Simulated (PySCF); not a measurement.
**Working with the constants of PrSi**

PBEsol constants of PrSi, sextet, about 2.7 electrons in the 4f shell (Mulliken), real f orbitals that mix terms (Pr x2c-SVPall, Si x2c-SVPall; spin-free X2C with a Gaussian nucleus (PySCF 2.14); masses 140.9076 and 27.9769 u):

```
ωe                      : 264.0 cm⁻¹
ωexe                    : 0.829 cm⁻¹
Be                      : 0.09374 cm⁻¹
αe                      : 0.000398 cm⁻¹
D (centrifugal)         : 4.73e-08 cm⁻¹
De to Pr (4f3 6s2) + Si : 2.66 eV
```

(1) Give the vibrational terms G(v) and spacings up to v = 6.

(2) How well does the Morse estimate ωe²/(4ωexe) reproduce De, and what is D0?

Spin–orbit coupling is left out, which matters for elements this heavy, above all for dissociation energies. The state is the lowest single determinant that the PBE0 search found; with open d or f shells the true ground state can be another one.

Results:

(1) G(v) = ωe(v+½) − ωexe(v+½)².

```tsv
v	G(v) (cm⁻¹)	G(v) − G(v−1)	Bv (cm⁻¹)
0	131.8		0.09354
1	394.1	262.3	0.09314
2	654.8	260.7	0.09275
3	913.8	259.0	0.09235
4	1171.2	257.4	0.09195
5	1426.9	255.7	0.09155
6	1681.0	254.1	0.09115
```

(2) It gives 2.61 eV, 98 % of the computed De. D0 = De − G(0) = 2.66 − 0.02 = 2.64 eV.
